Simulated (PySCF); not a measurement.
**Electron correlation in As (arsenic, neutral)**

[Ar] 3d10 4s2 4p3, high-spin 4S determinant. Calculation: PySCF 2.14, in cc-pVTZ-DK (6s5p3d1f, 43 functions); the spin-free X2C one-electron Hamiltonian (Gaussian nucleus). Frozen: [Ar] 3d10; 5 electrons correlated.

MP2 pair energies summed by pair of shells (mhartree):

```
 pair  energy  share (%)
4s-4p  -46.03       65.0
4p-4p  -15.23       21.5
4s-4s   -9.58       13.5
```

Total MP2 correlation energy: -70.85 mhartree.

Same-spin part -19.12 and opposite-spin part -51.73 mhartree; SCS-MP2 scales them by 1/3 and 6/5 to -68.45 mhartree.

```tsv
level	correlation energy (mhartree)
CCSD	-84.95
(T)	-2.75
CCSD(T)	-87.70
```

Diagnostics: T1 = 0.0033, D1 = 0.0083, largest double amplitude 0.053.

Cost of the coupled-cluster step: 0.31 s of wall time on 1 thread of Neoverse-V2 (shared host), for 5 correlated electrons.

Iterations:

```
CC2 = 0
CCSD nocc = (np.int64(4), np.int64(1)), nmo = (29, 29)
frozen orbitals [[0, 1, 2, 3, 4, 5, 6, 7, 8, 9, 10, 11, 12, 13], [0, 1, 2, 3, 4, 5, 6, 7, 8, 9, 10, 11, 12, 13]]
max_cycle = 100
direct = 0
conv_tol = 1e-08
conv_tol_normt = 1e-06
diis_space = 8
diis_start_cycle = 0
Init t2, MP2 energy = -0.0708501742722312
Init E_corr(UCCSD) = -0.0708501742731258
cycle = 1  E_corr(UCCSD) = -0.0820829503249892  dE = -0.0112327761  norm(t1,t2) = 0.0370895
cycle = 2  E_corr(UCCSD) = -0.0841955441936642  dE = -0.00211259387  norm(t1,t2) = 0.00988389
cycle = 3  E_corr(UCCSD) = -0.0849604368951438  dE = -0.000764892701  norm(t1,t2) = 0.00337174
cycle = 4  E_corr(UCCSD) = -0.084949205909888  dE = 1.12309853e-05  norm(t1,t2) = 0.000459195
cycle = 5  E_corr(UCCSD) = -0.0849488667835222  dE = 3.39126366e-07  norm(t1,t2) = 5.28054e-05
cycle = 6  E_corr(UCCSD) = -0.0849487073853501  dE = 1.59398172e-07  norm(t1,t2) = 1.30974e-05
cycle = 7  E_corr(UCCSD) = -0.0849488553391608  dE = -1.47953811e-07  norm(t1,t2) = 2.8021e-06
cycle = 8  E_corr(UCCSD) = -0.0849488082016352  dE = 4.71375256e-08  norm(t1,t2) = 2.98543e-07
cycle = 9  E_corr(UCCSD) = -0.0849488125641597  dE = -4.36252456e-09  norm(t1,t2) = 4.36428e-08
UCCSD converged
E(UCCSD) = -2259.099301440015  E_corr = -0.08494881256415975
UCCSD(T) correction = -0.00275099802948337
```
